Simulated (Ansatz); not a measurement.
Calculated with Ansatz (gas phase, PBE0-D4/def2-TZVP geometries, no zero-point term in ΔE). CCSD(T)/CBS adds triple-zeta CCSD(T) − MP2 to the extrapolated MP2 energy (def2 sets, frozen cores). This one scheme is used for every species. Functionals use def2-TZVPP. Elements past krypton have def2 core potentials. For In outer-core shells are correlated without core-valence functions, which leaves a few kJ/mol of doubt a bond. One conformer a species, not always the lowest.

`[CH3][In]([OH])[Cl]` + H₂S → `[OH][In]([SH])[Cl]` + CH₄  (ligand exchange at the In–C bond)

```json
{"level": "PBE-D4", "ΔE (kcal/mol)": "-25.0"}
{"level": "PBE0-D4", "ΔE (kcal/mol)": "-25.5"}
{"level": "MP2/def2-TZVPP", "ΔE (kcal/mol)": "-24.4"}
{"level": "CCSD/def2-TZVPP", "ΔE (kcal/mol)": "-23.9"}
{"level": "CCSD(T)/def2-TZVPP", "ΔE (kcal/mol)": "-23.9"}
{"level": "MP2/def2-QZVPP", "ΔE (kcal/mol)": "-24.7"}
{"level": "HF/CBS(def2)", "ΔE (kcal/mol)": "-27.0"}
{"level": "CCSD/CBS(def2)", "ΔE (kcal/mol)": "-24.5"}
```

Task: What does CCSD(T)/CBS give? (Estimate.)

Result: Ansatz gave: -24.5 kcal/mol. The listed levels differ from it by -0.5, -1.0, 0.1, 0.6, 0.6, -0.2, -2.5, 0.0 kcal/mol.

Largest T1 diagnostic among the species: 0.015.

In def2-TZVPP, CCSD(T) changes the Hartree–Fock value by +3.4 kcal/mol (the triples alone add −0.0 kcal/mol) and MP2 by +2.9 kcal/mol.
